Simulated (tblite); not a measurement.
Question: Give a GFN2-xTB geometry of InChI=1S/C7H12NP/c1-6(2)8-4-7(3)9-5-8/h4-6H,1-3H3.

Answer: 
```xyz
21
C7H12NP angstrom
C      3.2850   -0.1863    0.8562
C      2.0640    0.3872    0.2119
C      0.8193   -0.1646    0.2909
N     -0.1380    0.5312   -0.3742
C     -1.5318    0.1415   -0.4335
C     -1.6815   -1.2149   -1.1233
C     -2.1490    0.1373    0.9654
C      0.3541    1.6336   -0.9784
P      2.0380    1.8722   -0.7560
H      3.7179    0.5248    1.5594
H      4.0431   -0.4130    0.1070
H      3.0376   -1.1014    1.3919
H      0.5593   -1.0663    0.8166
H     -2.0413    0.9003   -1.0389
H     -1.1998   -1.1945   -2.0985
H     -2.7344   -1.4474   -1.2599
H     -1.2271   -2.0040   -0.5296
H     -3.2179   -0.0480    0.8987
H     -1.7021   -0.6364    1.5847
H     -1.9915    1.0998    1.4474
H     -0.3129    2.2658   -1.5383
```

Any rigid rotation of these coordinates is as good. Atoms count from 1 in this order. Of the pairs four or more bonds apart, H14···H21 is among the closest relative to their van der Waals radii: 2.26 Å, 94 % of the sum of Bondi's values. The 2 C–P bonds span 1.715 Å (C8–P9, aromatic) to 1.773 Å (C2–P9, aromatic), a spread of 0.058 Å. The 5-membered ring C2–C3–N4–C8–P9 has internal angles of 88.2° to 114.4°; it is planar, 0.00 Å rms from its mean plane, widest ring torsion 0°. The C–N distances run from 1.350 Å (N4–C8, aromatic) to 1.449 Å (N4–C5, drawn single), a spread of 0.099 Å.

Bonds between heavy atoms (Å): C1–C2 1.495, C2–C3 1.364, C3–N4 1.357, N4–C5 1.449, C5–C6 1.529, C5–C7 1.529, N4–C8 1.350, C8–P9 1.715, C2–P9 1.773.

Structure optimised with GFN2-xTB, isolated species.

Point group: Cs (tolerance 0.08 Å). Its GFN2-xTB frequencies are all real (lowest 41 cm⁻¹). The numbers are those of one conformer (C3–N4–C5–C6 -62°). 2 starts were optimised and ended at 0.00 and 0.10 kcal/mol (GFN2-xTB); the lowest of these is shown.

These are computed values.
